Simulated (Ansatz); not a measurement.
```yaml
crystal:
  periodic: [false, false, false]
  atoms:
    - {symbol: O, position_ang: [-1.090808, 1.281287, -0.215435]}
    - {symbol: Hf, position_ang: [0.271504, 0.067470, 0.294751]}
    - {symbol: O, position_ang: [0.141596, -1.543394, -0.694473]}
    - {symbol: Cl, position_ang: [0.030895, -0.425729, 2.584779]}
    - {symbol: Br, position_ang: [2.513450, 1.121045, -0.147886]}
    - {symbol: H, position_ang: [-1.819274, 1.785566, -0.563078]}
    - {symbol: H, position_ang: [-0.047363, -2.286256, -1.258658]}
basis:
  gaussian: {orbitals: ANO-RCC-VTZP, fitting: {mean_field: cc-pVTZ-jkfit}, final_grid: {core_spheres: 8, valence_spheres: 7, degree: 23}}
hamiltonian: {xc: {name: r2SCANh}}
output: {forces: true}
```

```sh
$ ansatz run in.yaml --threads 4 --pin off --events-out ev --progress --plain --max-ram 10444MiB
```

**Question.** How does Ansatz answer? (Best estimate.)

**Answer.** Ansatz gave: The input was rejected before any iteration.
```
Functional definition: r2SCANh
Error: <dir> the basis set cc-pVTZ-JKFIT has no functions for Hf
```
